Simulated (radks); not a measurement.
Task: The mean radii <r> (bohr) of the occupied orbitals of an atom or ion are listed with their occupations. Method: scalar-relativistic Kohn-Sham, PBEsol, spin-unpolarised, spherical densities, finite nucleus; Fermi nuclear charge, rms radius of each element as measured or else 0.836 A^(1/3) + 0.57 fm; computed with a radial shooting solver on a logarithmic mesh with Libxc functionals.

orbital  occ.      <r>
1s          2  0.02191
2s          2  0.09331
2p          6  0.08238
3s          2   0.2445
3p          6   0.2431
3d         10   0.2212
4s          2   0.5530
4p          6   0.5853
4d         10   0.6361
5s          2    1.332
5p          6    1.561
4f          7   0.8660
6s          2    3.971
5d          1    2.839

Name the element and its charge.

Result: Z = 64, gadolinium, charge 0: Gd in [Xe] 4f7 5d1 6s2. The 1s radius gives Z: for a bare nucleus <r> = (2 gamma + 1)/(2Z) with gamma = sqrt(1 - (Z/c)^2), 0.02163 bohr for Z = 64, and screening makes it slightly larger (0.02191 here). The occupations add up to 64, and the charge is Z minus that.
